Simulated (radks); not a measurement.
Problem. Species: Tc V. Configuration: [Kr] 4d3 (the NIST ground configuration). Method: Dirac Kohn-Sham, BLYP, spin-unpolarised, spherical densities, finite nucleus; open shells fill j = l - 1/2 first; Fermi nuclear charge, rms radius 4.4112 fm; computed with a radial shooting solver on a logarithmic mesh with Libxc functionals. Some entries of the table are withheld. Estimate them.

| orbital | occ. | eigenvalue (Ry) | <1/r> (bohr^-1) |
|---|---|---|---|
| 1s1/2 | 2 | -1536.767 | 44.71 |
| 2s1/2 | 2 | (1) | 10.20 |
| 2p1/2 | 2 | -205.2036 | 10.18 |
| 2p3/2 | 4 | -196.5073 | 9.669 |
| 3s1/2 | 2 | -41.54428 | 3.507 |
| 3p1/2 | 2 | -35.01041 | 3.409 |
| 3p3/2 | 4 | -33.55514 | 3.285 |
| 3d3/2 | 4 | -21.99150 | (2) |
| 3d5/2 | 6 | -21.71154 | (3) |
| 4s1/2 | 2 | (4) | 1.317 |
| 4p1/2 | 2 | (5) | 1.205 |
| 4p3/2 | 4 | (6) | 1.170 |
| 4d3/2 | 3 | (7) | 0.9128 |
| 4d5/2 | 0 | (8) | 0.9052 |

Solution. 
(1) 2s1/2 eigenvalue (Ry): -222.2093
(2) 3d3/2 <1/r> (bohr^-1): 3.103
(3) 3d5/2 <1/r> (bohr^-1): 3.071
(4) 4s1/2 eigenvalue (Ry): -8.73465
(5) 4p1/2 eigenvalue (Ry): -6.78798
(6) 4p3/2 eigenvalue (Ry): -6.55832
(7) 4d3/2 eigenvalue (Ry): -3.61156
(8) 4d5/2 eigenvalue (Ry): -3.58315
